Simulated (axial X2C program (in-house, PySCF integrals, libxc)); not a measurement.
# Worked dissociation energy of CaC⁺: PBE50, two-component

All values were computed with an axial X2C code built on PySCF integrals. Two-component (2c) means X2C with spin–orbit coupling and atomic mean-field two-electron Coulomb and Gaunt terms. Basis: Ca dyall-cv3z [11s12p6d4f], C dyall-v3z [7s6p2d1f] (cores contracted in-house); Gaussian nuclei, density fitting, unrestricted open shells. Masses: Ca 39.963 u, C 12.000 u.

Molecular state: Ω = 3/2 (⟨Sz⟩ = 1.50, ⟨Lz⟩ = 0.00 at PBE50).

* E(Ca+) (2M_J = 1): -679.972817 hartree
* E(C) (2M_J = 2): -37.830610 hartree
* E(CaC⁺) at Re: -717.895896 hartree
* ωe: 609.1 cm⁻¹
* ωexe: 2.7 cm⁻¹

Question: Work out De and D0.

Answer: De = -679.972817 + (-37.830610) − (-717.895896) = 0.09247 hartree = 2.516 eV. The zero-point energy is ωe/2 − ωexe/4 = 304 cm⁻¹ = 0.038 eV, so D0 = 2.479 eV.

One determinant describes the state; a PBE0 search over occupations chose it and may have missed a lower one. De is counted from the lowest determinant-based energies of the atoms at the same level, without counterpoise correction. Density functionals use the spin component along the axis (collinear). The 2c atoms are single determinants rather than J levels; their spin–orbit lowering is only partly caught, and De is too large by that part. This holds for PBE50. The functionals have no current-density term, which raises determinants with orbital currents, atoms included. With several unpaired electrons one determinant need not be a pure state. This is the top spin component of a Σ state; components of lower Ω are not single determinants and can lie lower.

Each atomic determinant is the lowest at this level and need not be a pure J level. Totals compare only within one Hamiltonian and basis.
